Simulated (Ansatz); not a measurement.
`[CH3][Y]([OH])[F]` from Hartree–Fock to CCSD(T)

```xyz
8

C    -0.0793   -1.4518   -0.0622
Y    -0.4605    0.8683   -0.3147
O     0.4588    2.0274    1.0461
F    -0.8865    1.4842   -2.1746
H     0.9763   -1.6995   -0.2440
H    -0.2965   -1.8221    0.9489
H    -0.6584   -2.0716   -0.7591
H     0.9461    2.6651    1.5596
```

Total charge 0; spin multiplicity 1. Correlated methods include outer-core shells of Y, which these sets cover unevenly. Y takes the def2 core potential. The geometry is a stationary point of PBE0-D4/def2-TZVP. It is one conformer, not always the lowest. Frozen core, restricted reference, Ansatz.

| basis | HF (Eh) | MP2 corr. | CCSD corr. | (T) | CCSD(T) total |
| --- | --- | --- | --- | --- | --- |
| def2-SVP | -252.35599 | -0.70761 | -0.73262 | -0.01715 | -253.10576 |
| def2-TZVPP | -252.62986 | -0.94156 | -0.95779 | -0.03253 | -253.62018 |
| def2-QZVPP | -252.64440 | -1.04833 | – | – | – |
